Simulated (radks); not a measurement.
Results of a calculation; reference values are marked as such.
Valence configurations of I+ (all share [Kr]). Level of theory: scalar-relativistic Kohn-Sham, r2SCAN, spin-polarised, spherical densities, finite nucleus; open shells are filled with parallel spins first (spin-orbit coupling, left out, can overturn this in heavy ions); meta-GGA in the generalised Kohn-Sham scheme; Fermi nuclear charge, rms radius 4.75 fm (a radial shooting solver on a logarithmic mesh with Libxc functionals). Energies are relative to 4d10 5s2 5p4; eigenvalues in eV for spin up.

valence           E (eV)  moment (Bohr magnetons)    e(4d)    e(5p)    e(5s)
4d10 5s2 5p4       0.000                        2  -61.042  -16.422  -27.676
4d10 5s1.5 5p4.5   5.579                        2  -61.775  -16.751  -28.155
4d10 5s1 5p5      11.113                        2  -62.507  -17.087  -28.634
4d10 5p6          23.610                        0  -63.685  -16.800        -
4d9.5 5s2 5p4.5   23.655                        2  -64.768  -17.019  -28.675
4d9.5 5s1.5 5p5   29.404                        2  -65.479  -17.339  -29.136
4d9 5s2 5p5       48.328                        2  -68.474  -17.599  -29.644
4d8 5s2 5p6       100.75                        2  -75.846  -18.724  -31.513

NIST lists [Kr] 4d10 5s2 5p4 as the ground configuration; this level of theory agrees among the configurations tried. The energies are those of spherical high-spin densities, not of single terms.
